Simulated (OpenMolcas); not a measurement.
## Os3+: effect of the basis set

| Quantity | Value |
| --- | --- |
| Program | OpenMolcas 26.06 |
| Method | SS-CASPT2, IPEA 0.25 Eh, imaginary shift 0.1 Eh (closed shells correlated: 5s 5p) |
| Active space | 5 electrons in 10 orbitals (5d 6d) |
| State averaging | 2S+1 = 6 even, 1 root; 2S+1 = 4 even, 24 roots; 2S+1 = 2 even, 70 roots |
| Spin-orbit coupling | state interaction with AMFI integrals over the reference wave functions, term energies averaged over their components |

A. ANO-R2 [8s6p5d3f1g], X2C, finite nucleus; CASPT2 step roughly 28 core-minutes
B. ANO-RCC-VTZP [8s7p5d3f2g1h], DKH2, point nucleus; CASPT2 step of the order of 30 core-minutes
C. ANO-RCC-VQZP [9s8p6d4f3g2h], DKH2, point nucleus; CASPT2 step about 26 core-minutes

Energies in cm-1 above 5d5 6S 5/2.

```json
{"Level": "5d5 6S 5/2", "A": "0.0", "B": "0.0", "C": "0.0"}
{"Level": "5d5 4G 7/2 [68 %]", "A": "21500", "B": "21590", "C": "20920"}
{"Level": "5d5 4G 11/2", "A": "22740", "B": "22790", "C": "22140"}
{"Level": "5d5 4G 9/2", "A": "23350", "B": "23420", "C": "22800"}
{"Level": "5d5 4P 1/2 [60 %]", "A": "24680", "B": "24790", "C": "24180"}
{"Level": "5d5 4D 7/2 [71 %]", "A": "27390", "B": "27530", "C": "26900"}
{"Level": "5d5 4D 1/2 [64 %]", "A": "30760", "B": "30870", "C": "30290"}
{"Level": "5d5 2I 11/2", "A": "32930", "B": "32980", "C": "32130"}
{"Level": "5d5 2I 13/2", "A": "36000", "B": "36020", "C": "35190"}
{"Level": "5d5 2H 9/2 [51 %]", "A": "41550", "B": "41700", "C": "40820"}
{"Level": "5d5 2G 7/2(1) [51 %]", "A": "42070", "B": "42270", "C": "41340"}
{"Level": "5d5 2F 5/2(2) [54 %]", "A": "44000", "B": "44210", "C": "43300"}
{"Level": "5d5 2F 7/2(1) [60 %]", "A": "45050", "B": "45110", "C": "44330"}
{"Level": "5d5 2S 1/2", "A": "47860", "B": "48150", "C": "47150"}
{"Level": "5d5 2H 11/2 [73 %]", "A": "48800", "B": "48830", "C": "48050"}
{"Level": "5d5 2D 3/2(2)", "A": "55300", "B": "55600", "C": "54540"}
{"Level": "5d5 2D 5/2(2) [65 %]", "A": "59050", "B": "59270", "C": "58370"}
{"Level": "5d5 2G 9/2(2)", "A": "60800", "B": "61190", "C": "59940"}
{"Level": "5d5 2G 7/2(2)", "A": "62290", "B": "62650", "C": "61450"}
```

Among A to C the level of the table that moves most is 5d5 2G 9/2(2), by 1300 cm-1 (lowest in C, highest in B). Moves below CASPT2's spread within the term are not significant.

CASPT2 does not keep the components of a term degenerate, so their means are used; among the terms shown or strongly mixed into the levels shown the widest spread is 300 cm-1 (5d5 2F(2), A). Active for correlation alone: 6d; no level in the range computed is led by a configuration that fills it, so any true level of that kind is missing. Levels of configurations outside the active space are missing. The table leaves out levels that lie high or whose names do not pair safely across all columns.

A share in square brackets marks a mixed level and gives the weight of the term that names it, the lowest over the columns. A number in round brackets counts repeated terms of one configuration in the order of the reference energies.
